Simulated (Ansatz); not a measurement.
Level of theory: PBE-D3(BJ)/def2-TZVP in Ansatz (an electronic-structure program). No frequencies were computed at this level.

Ansatz 0.2 input:
```yaml
crystal:
  periodic: [false, false, false]
  atoms:
    - { symbol: C, position_ang: [-1.735008, -0.813552, 1.128914] }
    - { symbol: S, position_ang: [-1.065729, 0.26018, -0.166359] }
    - { symbol: C, position_ang: [0.679674, 0.107475, 0.15008] }
    - { symbol: C, position_ang: [1.496757, 0.882446, -0.833957] }
    - { symbol: O, position_ang: [1.094236, -0.563649, 1.053209] }
    - { symbol: H, position_ang: [-2.409742, -0.231908, 1.748385] }
    - { symbol: H, position_ang: [-2.263118, -1.63852, 0.66162] }
    - { symbol: H, position_ang: [-0.886649, -1.173078, 1.7078] }
    - { symbol: H, position_ang: [1.517287, 0.336969, -1.776399] }
    - { symbol: H, position_ang: [2.51344, 0.992197, -0.464544] }
    - { symbol: H, position_ang: [1.048988, 1.85556, -1.016808] }
basis:
  gaussian: { orbitals: def2-tzvp }
hamiltonian:
  xc: pbe
  dispersion: d3bj
relax:
  max_steps: 150
```

Output:

```
[...]
1216 factors; their error is unknown
mean field -16083.00651574 eV, -591.0395880001 hartree, gradient 1.3e-5 eV, S^2 0.000000; 0 other end points of the search recorded, 0 dependent functions left out
reference -16083.00655435 eV, -591.0395894190 hartree; 24, 24 occupied and 173, 173 virtual orbitals, 1216 factors
relax step   5: F+E_penalty+E_count = -16083.24026230 eV  Δ(F+E_penalty+E_count) = -4.962e-3 eV  max|allowed force component| = 9.294e-2 eV/Å  Δτ_max = 0.1234 Å  (31 SCF iters, accepted)
these checks for a lower state are left out or cut short: starts, cluster_reference, orbital_swaps, neighbouring_geometries, increment
1216 factors; their error is unknown
mean field -16083.00854763 eV, -591.0396626708 hartree, gradient 2.7e-5 eV, S^2 0.000000; 0 other end points of the search recorded, 0 dependent functions left out
reference -16083.00858636 eV, -591.0396640941 hartree; 24, 24 occupied and 173, 173 virtual orbitals, 1216 factors
relax step   6: F+E_penalty+E_count = -16083.24180045 eV  Δ(F+E_penalty+E_count) = -1.538e-3 eV  max|allowed force component| = 1.688e-1 eV/Å  Δτ_max = 0.0499 Å  (33 SCF iters, accepted)
these checks for a lower state are left out or cut short: starts, cluster_reference, orbital_swaps, neighbouring_geometries, increment
1216 factors; their error is unknown
mean field -16083.01402374 eV, -591.0398639141 hartree, gradient 2.1e-5 eV, S^2 0.000000; 0 other end points of the search recorded, 0 dependent functions left out
reference -16083.01406253 eV, -591.0398653397 hartree; 24, 24 occupied and 173, 173 virtual orbitals, 1216 factors
relax step   7: F+E_penalty+E_count = -16083.24756734 eV  Δ(F+E_penalty+E_count) = -5.767e-3 eV  max|allowed force component| = 2.775e-2 eV/Å  Δτ_max = 0.0835 Å  (32 SCF iters, accepted)
these checks for a lower state are left out or cut short: starts, cluster_reference, orbital_swaps, neighbouring_geometries, increment
1216 factors; their error is unknown
mean field evaluation 64: about -16083.0133 eV, gradient 2.4e0 eV
mean field -16083.00144444 eV, -591.0394016333 hartree, gradient 1.8e-5 eV, S^2 0.000000; 0 other end points of the search recorded, 0 dependent functions left out
reference -16083.00148317 eV, -591.0394030566 hartree; 24, 24 occupied and 173, 173 virtual orbitals, 1216 factors
relax step   8: F+E_penalty+E_count = -16083.23514804 eV  Δ(F+E_penalty+E_count) = +1.242e-2 eV  max|allowed force component| = 4.229e-1 eV/Å  Δτ_max = 0.0380 Å  (33 SCF iters, rejected (line search))
these checks for a lower state are left out or cut short: starts, cluster_reference, orbital_swaps, neighbouring_geometries, increment
1216 factors; their error is unknown
mean field -16083.01460840 eV, -591.0398853999 hartree, gradient 1.6e-5 eV, S^2 0.000000; 0 other end points of the search recorded, 0 dependent functions left out
reference -16083.01464724 eV, -591.0398868270 hartree; 24, 24 occupied and 173, 173 virtual orbitals, 1216 factors
relax step   9: F+E_penalty+E_count = -16083.24816421 eV  Δ(F+E_penalty+E_count) = -5.969e-4 eV  max|allowed force component| = 1.283e-2 eV/Å  Δτ_max = 0.0186 Å  (34 SCF iters, accepted)
these checks for a lower state are left out or cut short: starts, cluster_reference, orbital_swaps, neighbouring_geometries, increment
1216 factors; their error is unknown
mean field -16083.01548395 eV, -591.0399175758 hartree, gradient 2.4e-5 eV, S^2 0.000000; 0 other end points of the search recorded, 0 dependent functions left out
reference -16083.01552309 eV, -591.0399190140 hartree; 24, 24 occupied and 173, 173 virtual orbitals, 1216 factors
relax step  10: F+E_penalty+E_count = -16083.24902705 eV  Δ(F+E_penalty+E_count) = -8.628e-4 eV  max|allowed force component| = 1.539e-1 eV/Å  Δτ_max = 0.0977 Å  (32 SCF iters, accepted)
these checks for a lower state are left out or cut short: starts, cluster_reference, orbital_swaps, neighbouring_geometries, increment
1216 factors; their error is unknown
mean field -16083.01438099 eV, -591.0398770428 hartree, gradient 1.6e-5 eV, S^2 0.000000; 0 other end points of the search recorded, 0 dependent functions left out
reference -16083.01442016 eV, -591.0398784820 hartree; 24, 24 occupied and 173, 173 virtual orbitals, 1216 factors
relax step  11: F+E_penalty+E_count = -16083.24778015 eV  Δ(F+E_penalty+E_count) = +1.247e-3 eV  max|allowed force component| = 2.144e-1 eV/Å  Δτ_max = 0.0286 Å  (33 SCF iters, rejected (line search))
these checks for a lower state are left out or cut short: starts, cluster_reference, orbital_swaps, neighbouring_geometries, increment
1216 factors; their error is unknown
mean field evaluation 96: about -16083.0168 eV, gradient 5.7e-3 eV
mean field -16083.01677399 eV, -591.0399649837 hartree, gradient 1.7e-5 eV, S^2 0.000000; 0 other end points of the search recorded, 0 dependent functions left out
reference -16083.01681309 eV, -591.0399664209 hartree; 24, 24 occupied and 173, 173 virtual orbitals, 1216 factors
relax step  12: F+E_penalty+E_count = -16083.25030018 eV  Δ(F+E_penalty+E_count) = -1.273e-3 eV  max|allowed force component| = 3.972e-2 eV/Å  Δτ_max = 0.0138 Å  (34 SCF iters, accepted)
these checks for a lower state are left out or cut short: starts, cluster_reference, orbital_swaps, neighbouring_geometries, increment
1216 factors; their error is unknown
mean field -16083.01735356 eV, -591.0399862825 hartree, gradient 1.7e-5 eV, S^2 0.000000; 0 other end points of the search recorded, 0 dependent functions left out
reference -16083.01739271 eV, -591.0399877213 hartree; 24, 24 occupied and 173, 173 virtual orbitals, 1216 factors
relax step  13: F+E_penalty+E_count = -16083.25088382 eV  Δ(F+E_penalty+E_count) = -5.836e-4 eV  max|allowed force component| = 1.681e-2 eV/Å  Δτ_max = 0.0324 Å  (34 SCF iters, accepted)
these checks for a lower state are left out or cut short: starts, cluster_reference, orbital_swaps, neighbouring_geometries, increment
1216 factors; their error is unknown
mean field -16083.01729680 eV, -591.0399841969 hartree, gradient 1.5e-5 eV, S^2 0.000000; 0 other end points of the search recorded, 0 dependent functions left out
reference -16083.01733608 eV, -591.0399856403 hartree; 24, 24 occupied and 173, 173 virtual orbitals, 1216 factors
relax step  14: F+E_penalty+E_count = -16083.25072023 eV  Δ(F+E_penalty+E_count) = +1.636e-4 eV  max|allowed force component| = 8.785e-2 eV/Å  Δτ_max = 0.0818 Å  (33 SCF iters, rejected (line search))
these checks for a lower state are left out or cut short: starts, cluster_reference, orbital_swaps, neighbouring_geometries, increment
1216 factors; their error is unknown
mean field -16083.01640827 eV, -591.0399515439 hartree, gradient 1.8e-5 eV, S^2 0.000000; 0 other end points of the search recorded, 0 dependent functions left out
reference -16083.01644750 eV, -591.0399529857 hartree; 24, 24 occupied and 173, 173 virtual orbitals, 1216 factors
relax step  15: F+E_penalty+E_count = -16083.24944911 eV  Δ(F+E_penalty+E_count) = +1.435e-3 eV  max|allowed force component| = 1.468e-1 eV/Å  Δτ_max = 0.0409 Å  (34 SCF iters, rejected (line search))
these checks for a lower state are left out or cut short: starts, cluster_reference, orbital_swaps, neighbouring_geometries, increment
1216 factors; their error is unknown
mean field -16083.01768753 eV, -591.0399985558 hartree, gradient 1.8e-5 eV, S^2 0.000000; 0 other end points of the search recorded, 0 dependent functions left out
reference -16083.01772671 eV, -591.0399999955 hartree; 24, 24 occupied and 173, 173 virtual orbitals, 1216 factors
relax step  16: F+E_penalty+E_count = -16083.25118301 eV  Δ(F+E_penalty+E_count) = -2.992e-4 eV  max|allowed force component| = 4.213e-3 eV/Å  Δτ_max = 0.0202 Å  (34 SCF iters, accepted)
these checks for a lower state are left out or cut short: starts, cluster_reference, orbital_swaps, neighbouring_geometries, increment
1216 factors; their error is unknown
mean field evaluation 128: about -16083.0453 eV, gradient 2.3e-2 eV
mean field -16083.01785808 eV, -591.0400048236 hartree, gradient 1.6e-5 eV, S^2 0.000000; 0 other end points of the search recorded, 0 dependent functions left out
reference -16083.01789732 eV, -591.0400062654 hartree; 24, 24 occupied and 173, 173 virtual orbitals, 1216 factors
relax step  17: F+E_penalty+E_count = -16083.25123162 eV  Δ(F+E_penalty+E_count) = -4.861e-5 eV  max|allowed force component| = 8.625e-2 eV/Å  Δτ_max = 0.0548 Å  (32 SCF iters, accepted)
these checks for a lower state are left out or cut short: starts, cluster_reference, orbital_swaps, neighbouring_geometries, increment
1216 factors; their error is unknown
mean field -16083.01401233 eV, -591.0398634945 hartree, gradient 1.5e-5 eV, S^2 0.000000; 0 other end points of the search recorded, 0 dependent functions left out
reference -16083.01405169 eV, -591.0398649412 hartree; 24, 24 occupied and 173, 173 virtual orbitals, 1216 factors
relax step  18: F+E_penalty+E_count = -16083.24741775 eV  Δ(F+E_penalty+E_count) = +3.814e-3 eV  max|allowed force component| = 2.180e-1 eV/Å  Δτ_max = 0.0699 Å  (32 SCF iters, rejected (line search))
these checks for a lower state are left out or cut short: starts, cluster_reference, orbital_swaps, neighbouring_geometries, increment
1216 factors; their error is unknown
mean field -16083.01830824 eV, -591.0400213664 hartree, gradient 1.9e-5 eV, S^2 0.000000; 0 other end points of the search recorded, 0 dependent functions left out
reference -16083.01834747 eV, -591.0400228082 hartree; 24, 24 occupied and 173, 173 virtual orbitals, 1216 factors
relax step  19: F+E_penalty+E_count = -16083.25177384 eV  Δ(F+E_penalty+E_count) = -5.422e-4 eV  max|allowed force component| = 4.586e-3 eV/Å  Δτ_max = 0.0114 Å  (35 SCF iters, accepted)
these checks for a lower state are left out or cut short: starts, cluster_reference, orbital_swaps, neighbouring_geometries, increment
1216 factors; their error is unknown
mean field -16083.01835381 eV, -591.0400230413 hartree, gradient 1.9e-5 eV, S^2 0.000000; 0 other end points of the search recorded, 0 dependent functions left out
reference -16083.01839306 eV, -591.0400244836 hartree; 24, 24 occupied and 173, 173 virtual orbitals, 1216 factors
relax step  20: F+E_penalty+E_count = -16083.25181737 eV  Δ(F+E_penalty+E_count) = -4.352e-5 eV  max|allowed force component| = 1.059e-2 eV/Å  Δτ_max = 0.0120 Å  (35 SCF iters, accepted)
these checks for a lower state are left out or cut short: starts, cluster_reference, orbital_swaps, neighbouring_geometries, increment
1216 factors; their error is unknown
mean field evaluation 160: about -16083.0184 eV, gradient 1.9e-5 eV
mean field -16083.01837630 eV, -591.0400238678 hartree, gradient 1.9e-5 eV, S^2 0.000000; 0 other end points of the search recorded, 0 dependent functions left out
reference -16083.01841557 eV, -591.0400253107 hartree; 24, 24 occupied and 173, 173 virtual orbitals, 1216 factors
relax step  21: F+E_penalty+E_count = -16083.25184126 eV  Δ(F+E_penalty+E_count) = -2.390e-5 eV  max|allowed force component| = 1.328e-2 eV/Å  Δτ_max = 0.0129 Å  (34 SCF iters, accepted)
these checks for a lower state are left out or cut short: starts, cluster_reference, orbital_swaps, neighbouring_geometries, increment
1216 factors; their error is unknown
mean field -16083.01838883 eV, -591.0400243281 hartree, gradient 1.9e-5 eV, S^2 0.000000; 0 other end points of the search recorded, 0 dependent functions left out
reference -16083.01842809 eV, -591.0400257710 hartree; 24, 24 occupied and 173, 173 virtual orbitals, 1216 factors
relax step  22: F+E_penalty+E_count = -16083.25185539 eV  Δ(F+E_penalty+E_count) = -1.413e-5 eV  max|allowed force component| = 1.130e-2 eV/Å  Δτ_max = 0.0058 Å  (35 SCF iters, accepted)
these checks for a lower state are left out or cut short: starts, cluster_reference, orbital_swaps, neighbouring_geometries, increment
1216 factors; their error is unknown
mean field -16083.01840562 eV, -591.0400249451 hartree, gradient 1.9e-5 eV, S^2 0.000000; 0 other end points of the search recorded, 0 dependent functions left out
reference -16083.01844489 eV, -591.0400263882 hartree; 24, 24 occupied and 173, 173 virtual orbitals, 1216 factors
relax step  23: F+E_penalty+E_count = -16083.25187100 eV  Δ(F+E_penalty+E_count) = -1.561e-5 eV  max|allowed force component| = 4.146e-3 eV/Å  Δτ_max = 0.0083 Å  (35 SCF iters, accepted)
1216 factors; their error is unknown
mean field evaluation 192: about -16083.0489 eV, gradient 1.9e-1 eV
mean field -16083.01840562 eV, -591.0400249451 hartree, gradient 1.9e-5 eV, S^2 0.000000; 1 other end points of the search recorded, 0 dependent functions left out
reference -16083.01844489 eV, -591.0400263882 hartree; 24, 24 occupied and 173, 173 virtual orbitals, 1216 factors
Total energy: -16083.25191027 eV, -591.0486060827 hartree
Atom 0 at    -1.751353    -0.767367     1.168041 Å, force     0.000250    -0.000212     0.000274 eV/Å
Atom 1 at    -1.087942     0.416058    -0.025757 Å, force     0.000857     0.000246     0.000611 eV/Å
Atom 2 at     0.660337     0.030310     0.077079 Å, force    -0.000836    -0.002118     0.001940 eV/Å
Atom 3 at     1.491937     0.890557    -0.843616 Å, force     0.003729    -0.000395    -0.004146 eV/Å
Atom 4 at     1.126882    -0.826016     0.803410 Å, force    -0.000533     0.001311    -0.001546 eV/Å
Atom 5 at    -2.255951    -0.230765     1.979772 Å, force    -0.000092     0.000175    -0.000352 eV/Å
Atom 6 at    -2.456660    -1.440926     0.667733 Å, force     0.000597    -0.000103     0.000044 eV/Å
Atom 7 at    -0.894334    -1.334596     1.560626 Å, force    -0.000634     0.000220    -0.000095 eV/Å
Atom 8 at     2.034971     0.237516    -1.541778 Å, force    -0.001838     0.002072     0.002892 eV/Å
Atom 9 at     2.237885     1.431332    -0.243967 Å, force    -0.002410    -0.000685    -0.000886 eV/Å
Atom 10 at     0.884364     1.608017    -1.409601 Å, force     0.000911    -0.000511     0.001264 eV/Å
Dipole moment:    -0.145676     0.168289    -0.135735 e Å
```

Cost: very roughly 2.1 core-minutes.
